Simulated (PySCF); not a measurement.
Species: C4H4F2O.
Numbering: `[CH2:1]=[CH:2][O:3][CH:4]=[C:5]([F:6])[F:7]` (hydrogens: H8, H9 on C1; H10 on C2; H11 on C4)

All values: wB97X-D/def2-SVPD (PySCF, non-relativistic), on one gas-phase PBE0-D3(BJ)/def2-SVP geometry that isn't relaxed in the solvent. The solvent is an IEF-PCM continuum (cavity from Bondi-type radii × 1.2). The model holds no explicit solvent molecules, cavitation or dispersion.

Gas phase at wB97X-D/def2-SVPD: HOMO -8.79 eV, LUMO 1.89 eV, dipole 1.61 D.

Question: What does the continuum do to the energy, the frontier levels and the dipole at wB97X-D/def2-SVPD in chloroform and acetonitrile?

Answer: 
| solvent | ε | E(solvent) − E(gas) (kJ/mol) | polarisation term (kJ/mol) | distortion of the solute (kJ/mol) | HOMO (eV) | LUMO (eV) | dipole (D) |
| --- | --- | --- | --- | --- | --- | --- | --- |
| chloroform | 4.711 | -9.08 | -9.91 | 0.83 | -8.71 | 2.00 | 1.95 |
| acetonitrile | 35.69 | -12.71 | -14.39 | 1.68 | -8.70 | 2.02 | 2.09 |

The first energy column is the sum of the next two and covers electrostatics alone. From chloroform to acetonitrile the lowering changes by a factor 1.40, Onsager's factor (ε − 1)/(2ε + 1) by 1.35 and ε itself by 7.6.

Question: Which radius a makes the point-dipole formula ΔE = −[(ε − 1)/(2ε + 1)]·μ²/a³ give the value in acetonitrile, with the gas-phase dipole?

Answer: μ = 0.634 au and |ΔE| = 0.00484 Eh give a = 1.81 Å; the farthest nucleus lies 3.11 Å from the centroid of the nuclei, so such a sphere wouldn't even hold the nuclei. The formula assumes a rigid point dipole at the centre of a sphere.

Question: How does the static polarisability (wB97X-D/def2-SVPD, frozen core, with the continuum's full static response) change?

Answer: 
```tsv
medium	isotropic (au)	principal values (au)	⟨r²⟩ of the electrons (bohr²)
gas	56.5	43.7, 52.3, 73.6	860.3
chloroform	68.0	53.0, 64.2, 86.7	860.0
acetonitrile	73.2	58.1, 69.9, 91.7	859.9
```

The isotropic value in acetonitrile is 1.30 times the gas-phase one; no cavity-field correction is applied. ⟨r²⟩ is taken about the centre of nuclear charge.

The values belong to the conformer `[CH2:1]=[CH:2][O:3][CH:4]=[C:5]([F:6])[F:7]`: C1–C2–O3–C4 -10°, C2–O3–C4–C5 131°.

wB97X-D is run here without its empirical dispersion term; that term would change no orbital, density or response property at a fixed geometry.
